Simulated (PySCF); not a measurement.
A structure optimised at PBE-D3(BJ)/def2-TZVPD, used in a PySCF frequency run:

```xyz
3

H      0.0000     0.0000    -1.7860
B      0.0000     0.0000    -0.6076
O      0.0000     0.0000     0.6030
```

Question: Write its SMILES, formula and point group.

Answer: B=O, BHO, C∞v

Question: What are its rotational constants (standard atomic weights)?

Answer: 38.979 GHz (linear rotor, B only)
